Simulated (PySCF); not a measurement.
Species: C₄H₇FNS (doublet state).
Z-matrix (Å and degrees, GFN2-xTB geometry), rows numbered from 1:
```
C 
C   1  1.4920
C   2  1.4940  1  118.69
F   3  1.3715  2  111.79  1   -24.73
C   2  1.3813  1  121.61  3   177.29
N   5  1.3639  2  121.48  1    -0.03
S   5  1.7051  2  121.20  1  -175.78
H   1  1.0859  2  110.44  3    -4.59
H   1  1.0925  2  110.82  3   115.03
H   1  1.0909  2  110.65  3  -125.48
H   3  1.1000  2  110.98  1    93.79
H   3  1.0953  2  111.47  1  -145.04
H   6  1.0055  5  119.67  2    21.82
H   6  1.0064  5  116.42  2   172.33
```

As a line formula: `C[C](CF)C(N)=S` [radical].

Level of theory: PySCF, UKS B3LYP, pcH-1 on C F H N S, non-relativistic, mean-field spin-orbit, GIAO. One conformer (not necessarily the lowest) at the GFN2-xTB geometry, without solvent, vibrations or thermal averaging. Couplings are sensitive to structure, and on GFN2-xTB geometries they can be far from those on DFT ones. The frame is twisted about the C5–N6 bond at this geometry (dihedral S7–C5–N6–H14 = -12°); couplings at other torsion angles weren't computed.

Output of the driver script. Atoms in this output count from 0.

```
UKS, coarse grid
  cycle   1  E = -709.32352215  |g| = 4.41e-01
  cycle   2  E = -709.14610740  |g| = 7.48e-01
  cycle   3  E = -709.39659672  |g| = 1.80e-01
  cycle   4  E = -709.41161554  |g| = 7.67e-02
  cycle   5  E = -709.41479688  |g| = 2.32e-02
  cycle   6  E = -709.41511521  |g| = 1.00e-02
  cycle   7  E = -709.41519782  |g| = 5.86e-03
  cycle   8  E = -709.41522911  |g| = 3.00e-03
  cycle   9  E = -709.41523923  |g| = 6.39e-04
  cycle  10  E = -709.41524010  |g| = 3.69e-04
UKS, final grid
  cycle   1  E = -709.41524061  |g| = 4.42e-04
  cycle   2  E = -709.41524053  |g| = 7.32e-04
  cycle   3  E = -709.41524080  |g| = 1.57e-04
  cycle   4  E = -709.41524083  |g| = 6.72e-05
  cycle   5  E = -709.41524086  |g| = 3.80e-05
  cycle   6  E = -709.41524086  |g| = 1.18e-05
E = -709.41524086 Eh   <S^2> = 0.7660 (exact 0.7500)
g shifts (ppm)      1          2          3
  rmc          -179       -179       -179
  gc            -10         32         39
  oz_so        -329       6530      40034
  total        -514       6383      39898
hyperfine (MHz)  atom isotope    a_iso     a_fc   dipolar eigenvalues
    0   13C     -21.12     -21.12     -1.88      0.69      1.19
    1   13C      54.59      54.59    -52.81    -52.15    104.96
    2   13C     -25.17     -25.17     -1.41     -0.31      1.71
    3   19F      15.90      15.90    -11.43    -10.69     22.12
    4   13C     -31.25     -31.25     -7.35      1.53      5.82
    5   14N       0.69       0.69     -0.65      0.05      0.60
    6   33S       8.81       8.81    -40.82    -40.09     80.91
    7    1H       2.36       2.36     -3.12     -2.57      5.69
    8    1H      79.02      79.02     -3.75     -2.49      6.24
    9    1H      64.18      64.18     -3.65     -2.43      6.08
   10    1H      76.16      76.16     -3.45     -1.74      5.20
   11    1H      46.12      46.12     -3.87     -1.31      5.18
   12    1H      -0.55      -0.55     -2.53     -1.34      3.87
   13    1H      -2.06      -2.06     -2.03     -0.56      2.58
```

The run flagged its g tensor. What set off the flag, and which results does it touch?

The largest g shift is +0.040, past the limit of 0.03 at which the run flags a species of elements up to argon. The orbital-Zeeman/spin–orbit term is second order, a sum of spin–orbit matrix elements over excitation energies, so it grows and becomes less reliable as an excited state comes close; a shift of this size calls for a check with another method. The contact and dipolar couplings don't rest on that expansion, but they belong to the state that the SCF found, and a close-lying state with the spin in another orbital would have other couplings; no stability test was run. The run left out the spin–orbit part of the hyperfine coupling.

Where is the spin in this solution (atoms counted from 1)?

Largest spin populations (Mulliken): C2 (+0.62), S7 (+0.46) and C5 (-0.11). The positive populations add up to 1.21 and the negative ones to -0.21, together 2S = 1. The angles at C2 add up to 359.9°, so it is planar. The unrestricted determinant has ⟨S²⟩ = 0.7660 (exact 0.7500), 2.1 % above the value of a pure doublet state. 

Average a_iso over equivalent nuclei, turn it into first-order splittings with g = 2.0023, and give the multiplets for abundant isotopes (0.05 mT or more).

| nuclei (from 1) | isotope | I | position | a_iso (MHz) | \|a\| (mT) | splits into |
| --- | --- | --- | --- | --- | --- | --- |
| H11/H12 | 1H | 1/2 | 2 bonds from C2 | 61.1 | 2.18 | 1:2:1 triplet |
| H8/H9/H10 | 1H | 1/2 | 2 bonds from C2 | 48.5 | 1.73 | 1:3:3:1 quartet |
| F4 | 19F | 1/2 | 2 bonds from C2 | 15.9 | 0.57 | 1:1 doublet |
| H14 | 1H | 1/2 | 3 bonds from S7 | -2.1 | 0.07 | 1:1 doublet |

Class means assume fast exchange of nuclei equivalent by connectivity; if that motion is slow, each nucleus keeps its own coupling. H13 and H14 aren't averaged: N6 is flat or nearly so (angle sum 353°), and its turn about the short N6–C5 bond (1.36 Å) is taken as slow. The three 1H nuclei of mean +48.5 MHz run from 2.4 to 79.0 MHz in the frozen geometry. The 1H value of +61.1 MHz is a mean of couplings from 46.1 to 76.2 MHz in this one geometry, not an average over conformers. Main spin sites, with 60 % or more of the largest population: C2, S7; positions count bonds from the nearest.

The run took 62 s wall (with the writing of density and orbital grids) on Arm Neoverse V1, one thread, no GPU, shared host, and the process peaked at 1.0 GiB of memory.
